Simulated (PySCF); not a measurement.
## Radial density of As (arsenic, neutral)

BLYP, [Ar] 3d10 4s1 4p3 4d1, high-spin 6D determinant (an excited configuration). All numbers are calculated (PySCF 2.14, a scalar-relativistic core potential, in aug-cc-pVTZ-PP with ECP10MDF (6s5p4d2f, 55 functions)). This is the valence pseudo-density: the core potential removes the inner electrons and smooths the orbitals near the nucleus.

| r (bohr) | 4πr²ρ (e/bohr) | 4πr²(ρα − ρβ) |
| --- | --- | --- |
| 0.000991 | 2.829e-05 | 0.0000 |
| 0.00167 | 7.949e-05 | 0.0000 |
| 0.00280 | 0.0002207 | 0.0000 |
| 0.00471 | 0.0005932 | 0.0000 |
| 0.00793 | 0.001481 | 0.0001 |
| 0.0133 | 0.003287 | 0.0002 |
| 0.0224 | 0.006643 | 0.0005 |
| 0.0377 | 0.01379 | 0.0007 |
| 0.0635 | 0.06391 | 0.0010 |
| 0.107 | 0.5501 | 0.0011 |
| 0.180 | 3.749 | 0.0124 |
| 0.302 | 16.27 | 0.1907 |
| 0.508 | 30.63 | 0.3420 |
| 0.855 | 13.61 | 0.0849 |
| 1.44 | 3.285 | 1.8978 |
| 2.42 | 1.728 | 1.6947 |
| 4.07 | 0.4583 | 0.4582 |
| 6.84 | 0.08754 | 0.0875 |
| 11.5 | 2.959e-05 | 0.0000 |

Energies and moments cover only the electrons outside the core potential. The outer electron is Rydberg-like, and this basis confines it to a smaller radius and binds it less than a complete one would. At BLYP the highest occupied level has a positive energy, so only the finite basis holds that electron; for this excited configuration the basis is too tight for the outer shell.
